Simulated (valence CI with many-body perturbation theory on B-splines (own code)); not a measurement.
# E1 line list for Pb48+

Calculated by relativistic CI+MBPT: six valence electrons over a frozen Dirac-Fock core [Ar] 3d10, radial functions for each j: 9 s, 9 p, 8 d, 6 f, 3 g, 1 h, with the one-electron correlation potential Σ1, the two-electron term Σ2, the three-electron term Σ3, Breit, model QED; selected CI, second order for the rest, scaled by the run's own slope (own B-spline code, finite nucleus).

The last digits are not significant, and no measured levels were compared; by estimate large intervals hold to a few tenths of a per cent, small ones and those within an open d or f shell to about a per cent. Among the levels kept, up to 630 cm⁻¹ of a level comes from second order outside the variational space, and about a tenth of that is noise between levels of different J, which matters for small intervals.

Lines 51 to 100 of 144 in falling wavelength, among levels below 415.44 eV, chosen from the strongest by gf and those to the six lowest levels. Wavelengths and rates use the calculated energies. Electric multipoles are in the length gauge with retardation, E1 and E2 with the static RPA response of the core. Weak lines are less certain than strong ones. Lines between different terms over intervals too small for the method are left out, as are lines whose strength nearly cancels. The highest levels of a list are the least certain.

Levels are named by their leading jj configuration (3d3/2^4 stands for four electrons in 3d with j = 3/2), which in mixed levels can hold well under half, so a name can repeat and another be missing. Letters in brackets count levels of one name in rising energy.

| λ vac (nm) | Upper | Lower | A (s⁻¹) | S (a.u.) |
| --- | --- | --- | --- | --- |
| 10.34 | (4s 4p1/2^2 4p3/2^3) J=2 | (4s^2 4p1/2 4p3/2^3) J=2 | 1.42e+10 | 3.87e-02 |
| 10.27 | (4s^2 4p1/2^2 4d3/2 4d5/2) J=3 | (4s 4p1/2^2 4p3/2^3) J=2 | 3.93e+06 | 1.47e-05 |
| 9.920 | (4s 4p1/2^2 4p3/2^3) J=2 | (4s^2 4p1/2 4p3/2^3) J=1 | 1.84e+10 | 4.43e-02 |
| 9.712 | (4s^2 4p1/2^2 4d3/2 4d5/2) J=1 | (4s 4p1/2^2 4p3/2^3) J=2 | 1.16e+08 | 1.57e-04 |
| 9.630 | (4s^2 4p1/2^2 4d3/2^2) J=2 | (4s^2 4p1/2^2 4p3/2 4d5/2) J=1 | 9.91e+07 | 2.18e-04 |
| 9.313 | (4s^2 4p1/2^2 4d3/2^2) J=2 | (4s^2 4p1/2^2 4p3/2 4d5/2) J=3 | 2.68e+08 | 5.33e-04 |
| 9.255 | (4s 4p1/2^2 4p3/2^3) J=1 | (4s^2 4p1/2 4p3/2^3) J=2 | 4.47e+10 | 5.25e-02 |
| 8.915 | (4s 4p1/2^2 4p3/2^3) J=1 | (4s^2 4p1/2 4p3/2^3) J=1 | 1.03e+10 | 1.08e-02 |
| 8.909 | (4s^2 4p1/2^2 4d3/2^2) J=0 | (4s^2 4p1/2^2 4p3/2 4d5/2) J=1 | 1.01e+08 | 3.53e-05 |
| 8.494 | (4s^2 4p1/2^2 4d3/2^2) J=2 | (4s^2 4p1/2^2 4p3/2 4d5/2) J=2 | 7.56e+07 | 1.14e-04 |
| 7.209 | (4s^2 4p1/2 4p3/2^2 4d3/2) J=2 [a] | (4s^2 4p1/2 4p3/2^3) J=2 | 3.90e+09 | 3.61e-03 |
| 7.208 | (4s^2 4p1/2 4p3/2^2 4d3/2) J=1 [a] | (4s^2 4p1/2 4p3/2^3) J=2 | 1.33e+10 | 7.36e-03 |
| 7.199 | (4s^2 4p1/2^2 4d3/2 4d5/2) J=3 | (4s^2 4p1/2^2 4p3/2 4d5/2) J=3 | 6.14e+09 | 7.91e-03 |
| 7.192 | (4s^2 4p1/2^2 4d3/2 4d5/2) J=2 | (4s^2 4p1/2^2 4p3/2 4d5/2) J=1 | 7.84e+09 | 7.19e-03 |
| 7.091 | (4s^2 4p1/2^2 4d3/2 4d5/2) J=1 | (4s^2 4p1/2^2 4p3/2 4d5/2) J=1 | 3.99e+09 | 2.10e-03 |
| 7.047 | (4s^2 4p1/2^2 4p3/2 4d3/2) J=1 | (4s^2 4p1/2^2 4p3/2^2) J=0 | 9.11e+09 | 4.72e-03 |
| 7.047 | (4s^2 4p1/2^2 4d3/2 4d5/2) J=4 | (4s^2 4p1/2^2 4p3/2 4d5/2) J=3 | 3.56e+09 | 5.53e-03 |
| 7.027 | (4s^2 4p1/2 4p3/2^2 4d3/2) J=3 [a] | (4s^2 4p1/2 4p3/2^3) J=2 | 3.87e+09 | 4.63e-03 |
| 7.014 | (4s^2 4p1/2^2 4d3/2 4d5/2) J=2 | (4s^2 4p1/2^2 4p3/2 4d5/2) J=3 | 8.66e+09 | 7.37e-03 |
| 7.000 | (4s^2 4p1/2 4p3/2^2 4d3/2) J=2 [a] | (4s^2 4p1/2 4p3/2^3) J=1 | 6.67e+08 | 5.65e-04 |
| 7.000 | (4s^2 4p1/2 4p3/2^2 4d3/2) J=1 [a] | (4s^2 4p1/2 4p3/2^3) J=1 | 4.15e+09 | 2.11e-03 |
| 6.978 | (4s^2 4p1/2 4p3/2^2 4d3/2) J=0 | (4s^2 4p1/2 4p3/2^3) J=1 | 2.80e+10 | 4.69e-03 |
| 6.847 | (4s^2 4p1/2^2 4d3/2^2) J=2 | (4s^2 4p1/2^2 4p3/2 4d3/2) J=3 | 1.35e+10 | 1.07e-02 |
| 6.821 | (4s^2 4p1/2^2 4d3/2^2) J=2 | (4s^2 4p1/2^2 4p3/2 4d3/2) J=1 | 1.78e+10 | 1.40e-02 |
| 6.801 | (4s^2 4p1/2^2 4p3/2 4d3/2) J=2 | (4s^2 4p1/2^2 4p3/2^2) J=2 | 1.66e+10 | 1.29e-02 |
| 6.700 | (4s^2 4p1/2^2 4d3/2 4d5/2) J=3 | (4s^2 4p1/2^2 4p3/2 4d5/2) J=2 | 1.32e+10 | 1.37e-02 |
| 6.676 | (4s^2 4p1/2^2 4d3/2^2) J=2 | (4s^2 4p1/2^2 4p3/2 4d3/2) J=2 | 1.67e+10 | 1.23e-02 |
| 6.657 | (4s^2 4p1/2^2 4p3/2 4d3/2) J=1 | (4s^2 4p1/2^2 4p3/2^2) J=2 | 2.79e+10 | 1.22e-02 |
| 6.633 | (4s^2 4p1/2^2 4p3/2 4d3/2) J=3 | (4s^2 4p1/2^2 4p3/2^2) J=2 | 1.80e+09 | 1.81e-03 |
| 6.610 | (4s^2 4p1/2 4p3/2^2 4d3/2) J=2 [b] | (4s^2 4p1/2 4p3/2^3) J=2 | 3.83e+09 | 2.73e-03 |
| 6.582 | (4s^2 4p1/2^2 4d3/2 4d5/2) J=3 | (4s^2 4p1/2^2 4p3/2 4d5/2) J=4 | 9.93e+09 | 9.78e-03 |
| 6.539 | (4s^2 4p1/2^2 4d3/2 4d5/2) J=2 | (4s^2 4p1/2^2 4p3/2 4d5/2) J=2 | 3.17e+08 | 2.19e-04 |
| 6.456 | (4s^2 4p1/2^2 4d3/2 4d5/2) J=1 | (4s^2 4p1/2^2 4p3/2 4d5/2) J=2 | 1.97e+10 | 7.86e-03 |
| 6.454 | (4s^2 4p1/2^2 4d3/2 4d5/2) J=4 | (4s^2 4p1/2^2 4p3/2 4d5/2) J=4 | 2.75e+10 | 3.28e-02 |
| 6.451 | (4s^2 4p1/2^2 4d3/2^2) J=0 | (4s^2 4p1/2^2 4p3/2 4d3/2) J=1 | 6.37e+10 | 8.44e-03 |
| 6.435 | (4s^2 4p1/2 4p3/2^2 4d3/2) J=2 [b] | (4s^2 4p1/2 4p3/2^3) J=1 | 4.21e+08 | 2.77e-04 |
| 6.276 | (4s^2 4p1/2 4p3/2^2 4d3/2) J=3 [b] | (4s^2 4p1/2 4p3/2^3) J=2 | 1.76e+08 | 1.50e-04 |
| 6.236 | (4s^2 4p1/2 4p3/2^2 4d3/2) J=2 [c] | (4s^2 4p1/2 4p3/2^3) J=2 | 1.54e+09 | 9.21e-04 |
| 6.195 | (4s^2 4p1/2 4p3/2^2 4d3/2) J=1 [b] | (4s^2 4p1/2 4p3/2^3) J=2 | 3.94e+09 | 1.39e-03 |
| 6.080 | (4s^2 4p1/2 4p3/2^2 4d3/2) J=2 [c] | (4s^2 4p1/2 4p3/2^3) J=1 | 2.72e+08 | 1.51e-04 |
| 6.041 | (4s^2 4p1/2 4p3/2^2 4d3/2) J=1 [b] | (4s^2 4p1/2 4p3/2^3) J=1 | 6.92e+08 | 2.26e-04 |
| 5.998 | (4s^2 4p1/2 4p3/2^2 4d5/2) J=3 [a] | (4s^2 4p1/2 4p3/2^3) J=2 | 1.12e+09 | 8.32e-04 |
| 5.938 | (4s^2 4p1/2 4p3/2^2 4d3/2) J=1 [c] | (4s^2 4p1/2 4p3/2^3) J=2 | 1.14e+08 | 3.53e-05 |
| 5.796 | (4s^2 4p1/2 4p3/2^2 4d3/2) J=1 [c] | (4s^2 4p1/2 4p3/2^3) J=1 | 9.16e+08 | 2.64e-04 |
| 5.770 | (4s^2 4p1/2 4p3/2^2 4d5/2) J=1 [a] | (4s^2 4p1/2 4p3/2^3) J=2 | 7.09e+10 | 2.02e-02 |
| 5.636 | (4s^2 4p1/2 4p3/2^2 4d5/2) J=1 [a] | (4s^2 4p1/2 4p3/2^3) J=1 | 3.72e+10 | 9.85e-03 |
| 5.631 | (4s^2 4p1/2^2 4d3/2 4d5/2) J=3 | (4s^2 4p1/2^2 4p3/2 4d3/2) J=3 | 5.56e+10 | 3.43e-02 |
| 5.621 | (4s^2 4p1/2 4p3/2^2 4d5/2) J=0 | (4s^2 4p1/2 4p3/2^3) J=1 | 9.70e+10 | 8.50e-03 |
| 5.584 | (4s^2 4p1/2^2 4p3/2 4d5/2) J=2 | (4s^2 4p1/2^2 4p3/2^2) J=2 | 1.77e+11 | 7.59e-02 |
| 5.537 | (4s^2 4p1/2^2 4d3/2 4d5/2) J=4 | (4s^2 4p1/2^2 4p3/2 4d3/2) J=3 | 1.34e+11 | 1.01e-01 |
